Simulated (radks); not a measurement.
Results of a calculation; reference values are marked as such.
Spherical jellium clusters: N electrons in a uniform positive sphere of charge N and radius rs N^(1/3), rs = 2.61 bohr. Level of theory: non-relativistic Kohn-Sham, exchange-only LDA, spin-polarised, spherical densities (a radial shooting solver with Libxc functionals). Levels are named by radial order and angular momentum (1s, 1p, 1d, 2s, ...), and open shells are averaged over m.

N = 27, configuration 1s2 1p6 1d10 2s2 1f(up 7, down 0). This is the lowest configuration that the search found. Occupied and some empty levels:

| level | occupation | eigenvalue (eV) | <r> (bohr) |
|---|---|---|---|
| 1s up | 1 | -8.3833 | 4.769 |
| 1s down | 1 | -7.9726 | 4.300 |
| 1p up | 3 | -6.8348 | 5.722 |
| 1p down | 3 | -6.0767 | 5.421 |
| 1d up | 5 | -4.9333 | 6.431 |
| 2s up | 1 | -4.1511 | 5.523 |
| 1d down | 5 | -3.9638 | 6.274 |
| 2s down | 1 | -3.5683 | 5.660 |
| 1f up | 7 | -2.7749 | 7.119 |
| 2p up | 0 | -1.9211 | 7.198 |
| 1f down | 0 | -1.7052 | 7.127 |
| 2p down | 0 | -1.3169 | 7.384 |
| 1g up | 0 | -0.49786 | 8.074 |
| 2d up | 0 | -0.25973 | 10.77 |

Energy (eV): total -7.92155, kinetic 101.94, external -2954.9, Hartree 1439.5, exchange-correlation -114.56, background 1520.1.

Electron density:

| r (bohr) | n(r) (e/bohr^3) |
|---|---|
| 0.911 | 0.01607 |
| 1.89 | 0.01366 |
| 2.87 | 0.01215 |
| 3.84 | 0.01272 |
| 4.82 | 0.01411 |
| 5.80 | 0.01364 |
| 6.78 | 0.01005 |
| 7.75 | 0.005311 |
| 8.73 | 0.002147 |
| 9.71 | 0.0007598 |
| 10.7 | 0.0002545 |
| 11.7 | 0.00008236 |
| 12.6 | 0.00002642 |
